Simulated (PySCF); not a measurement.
These are PBE-D3(BJ)/def2-TZVP // PBE-D3(BJ)/def2-SVP (PySCF) values and carry that method's errors. Isolated molecules, 0 K electronic values unless said otherwise. One relaxed conformer stands for a flexible species; it need not be the lowest. 

Reference species: [Zn(Cl)2] (neutral, multiplicity 1).

```yaml
LUMO: -2.70 eV
mean_distance_from_the_central_atom_to_its_bonded_neighbours: 2.103 Å
```

Changed species: [Zn(NH2)2] (2 of 2 Cl replaced by NH2; the reference has 0 of 2 Cl replaced by NH2).

### Question
Give the shifts of the LUMO and mean distance from the central atom to its bonded neighbours.

### Answer
the LUMO goes up by 1.48 eV, to -1.22 eV; the mean distance from the central atom to its bonded neighbours drops by 0.273 Å, to 1.830 Å.
